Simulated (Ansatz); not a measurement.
System: 1,3-thiazole-4-carbaldehyde, C4H3NOS (charge 0, singlet). 
Geometry from a B3LYP-D3(BJ)/def2-TZVP (Ansatz, a program for electronic structure) optimisation:
```
C
C 1 1.3706
N 1 1.3750 2 115.22
C 3 1.2936 1 110.89 2 0.00
H 2 1.0770 1 127.19 3 -180.00
H 4 1.0802 3 124.44 1 -180.00
C 1 1.4725 2 125.19 5 0.00
O 7 1.2083 1 124.08 2 0.00
H 7 1.1058 8 122.04 1 -180.00
S 2 1.7045 5 122.87 1 180.00
```

Basis-set convergence of Hartree-Fock and CCSD(T) correlation energies (hartree) with Ansatz. Correlated levels leave the core frozen unless marked. No spin-orbit coupling. No relativistic terms.

The Hartree-Fock reference is unstable (checked in the largest basis), which strains HF and MP2. 

```json
[
 {"basis": "cc-pV(D+d)Z", "functions": "122", "E(HF)": "-680.06446", "E(corr, CCSD(T))": "-1.06423"},
 {"basis": "cc-pV(T+d)Z", "functions": "261", "E(HF)": "-680.15389", "E(corr, CCSD(T))": "-1.30420"},
 {"basis": "cc-pV(Q+d)Z", "functions": "484", "E(HF)": "-680.17669", "E(corr, CCSD(T))": "-1.38277"}
]
```

Extrapolating the two largest sets (X = 3 and 4) as X^-3: E(corr) = (64·(-1.38277) - 27·(-1.30420))/37 = -1.4401 Eh, an estimate of the basis-set limit. The largest set recovers 96.0 % of it, the smallest 73.9 %.
